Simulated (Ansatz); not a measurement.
**Relaxing a trial structure of CHFMgSi**

The starting geometry of this gas-phase singlet was optimised with GFN2-xTB.

| atom | x (Å) | y (Å) | z (Å) |
| --- | --- | --- | --- |
| C | -1.2212 | 2.9403 | -1.8804 |
| F | 0.1628 | 0.9476 | 0.6076 |
| Mg | -0.8818 | 1.2114 | -0.7776 |
| Si | -0.1044 | 3.7525 | -0.8260 |
| H | -1.8660 | 3.1181 | -2.7239 |

Question: Where would you expect an optimisation with PBE0-D3(BJ)/def2-SVP to take it?

Answer: It keeps its bonds.

The energy falls by 0.71 eV over 12 steps:

```json
{"step": "1", "E − E(last) (eV)": "0.713"}
{"step": "2", "E − E(last) (eV)": "0.486"}
{"step": "3", "E − E(last) (eV)": "0.320"}
{"step": "5", "E − E(last) (eV)": "0.072"}
{"step": "6", "E − E(last) (eV)": "0.025"}
{"step": "7", "E − E(last) (eV)": "0.018"}
{"step": "8", "E − E(last) (eV)": "0.001"}
{"step": "10", "E − E(last) (eV)": "0.000"}
{"step": "11", "E − E(last) (eV)": "0.000"}
{"step": "12", "E − E(last) (eV)": "0.000"}
```

Final geometry (Å):

```xyz
5

C    -1.1501    3.1469   -1.8666
F    -0.2145    0.1874    0.4425
Mg   -0.4903    1.6642   -0.4759
Si   -0.1974    4.3263   -1.1647
H    -1.8584    2.6450   -2.5357
```

Frequencies at the end are all real (lowest 120 cm⁻¹). Run with Ansatz 0.2.0, 31 s on 1 thread of Arm Neoverse V1, with other jobs on the host.
